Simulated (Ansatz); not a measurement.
`[OH][Sn]([OH])([OH])[Cl]`. Total charge 0; spin multiplicity 1. Sn: def2 effective core potential.

Cartesian coordinates in Å:
```
O 1.7069 0.3468 -0.5742
Sn -0.0356 -0.2321 0.0518
O -0.8697 1.2366 1.0038
O -1.2471 -0.6745 -1.3881
Cl 0.2954 -2.1044 1.3543
H 2.3858 -0.3231 -0.4520
H -0.2330 1.8296 1.4129
H -2.0026 -0.0789 -1.4086
```

(1) What are the harmonic wavenumbers in cm⁻¹ at PBE0-D4/def2-TZVP (Ansatz, finite differences of forces, unscaled)? (Estimate.)

(2) Is this a minimum?

(3) Give the ideal-gas thermochemistry at 298.15 K and 1 bar (rigid rotor, harmonic oscillator; point group C1, symmetry number 1).

(4) And at 400, 500, 600, 800 and 1000 K?

Results:

(1) The calculation gave: 83, 119, 152, 161, 169, 181, 187, 230, 385, 641, 656, 666, 861, 870, 887, 3871, 3879, 3881.

(2) Yes, all 18 modes are real.

(3) Zero-point energy 106.9 kJ/mol; H(298) − E = 132.4 kJ/mol; entropy 391.2 J/(mol·K), of which translation 175.3, rotation 117.1, vibration 98.8; G(298) − E = 15.8 kJ/mol. Modes under 100 cm⁻¹ are hindered rotations or soft bends, so the harmonic entropy is rough.

(4) 
| T (K) | H − E (kJ/mol) | S (J/mol/K) | G − E (kJ/mol) |
| --- | --- | --- | --- |
| 400 | 145.4 | 428.5 | -26.0 |
| 500 | 159.0 | 458.9 | -70.4 |
| 600 | 173.3 | 484.9 | -117.6 |
| 800 | 202.9 | 527.5 | -219.0 |
| 1000 | 233.6 | 561.7 | -328.1 |
